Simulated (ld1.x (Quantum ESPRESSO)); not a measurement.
**Cutoff test, Pb, TM**

```
Element                 : lead (Pb)
Generator               : ld1.x (Quantum ESPRESSO) 7.5
Type                    : norm-conserving Troullier–Martins (Kleinman–Bylander form)
Functional              : LDA (PZ)
Relativity              : scalar-relativistic
Frozen core             : [Xe] 4f14
Valence charge          : 14
Reference configuration : 5d10 6s2 6p2
Partial waves           : 6s (bound): rc 2.10 bohr; 6p (bound): rc 2.50 bohr; 5d (bound): rc 1.50 bohr
Local potential         : all-electron potential smoothed inside 1.60 bohr (lloc = -2)
Core correction         : a·sin(br)/r model core, default radius (core density twice the valence density)
```

The pseudo-atom Hamiltonian at the reference potential is diagonalised in spherical Bessel functions j_l(qr) that vanish at 20 bohr, with q² up to the cutoff. All-electron valence levels (Ry): 6s -0.9058, 6p -0.2727, 5d -1.5646.

**Question.** How do the lowest levels (Ry) of each channel move with the cutoff, and are there ghosts?

**Answer.**

| cutoff (Ry) | s #1 | p #1 | d #1 | d #2 | f #1 | f #2 | Σ f·Δε (mRy) |
| --- | --- | --- | --- | --- | --- | --- | --- |
| 8 | -0.8852 | -0.2686 | -0.1934 | 0.0583 | 0.1053 | 0.2238 | 13760.6 |
| 15 | -0.9033 | -0.2724 | -0.7236 | 0.0513 | 0.1053 | 0.2238 | 8414.8 |
| 21 | -0.9039 | -0.2725 | -1.1688 | 0.0489 | 0.1053 | 0.2237 | 3961.9 |
| 35 | -0.9055 | -0.2727 | -1.5159 | 0.0474 | 0.1053 | 0.2237 | 487.3 |
| 45 | -0.9056 | -0.2727 | -1.5585 | 0.0473 | 0.1053 | 0.2237 | 60.7 |
| 60 | -0.9058 | -0.2727 | -1.5643 | 0.0472 | 0.1053 | 0.2237 | 2.8 |
| 80 | -0.9058 | -0.2727 | -1.5644 | 0.0472 | 0.1053 | 0.2237 | 1.6 |
| 110 | -0.9058 | -0.2727 | -1.5646 | 0.0472 | 0.1053 | 0.2237 | 0.0 |
| 400 | -0.9058 | -0.2727 | -1.5646 | 0.0472 | 0.1053 | 0.2237 | 0.0 |

Result: ghost state, extra bound levels that the all-electron valence spectrum of the same l lacks: s at -10.8 eV (a true bound ghost makes a file unfit for plane-wave use); 10 mRy is reached at 55 Ry and 1 mRy at 90 Ry.

3 of 9 tests not solved or not reliable.
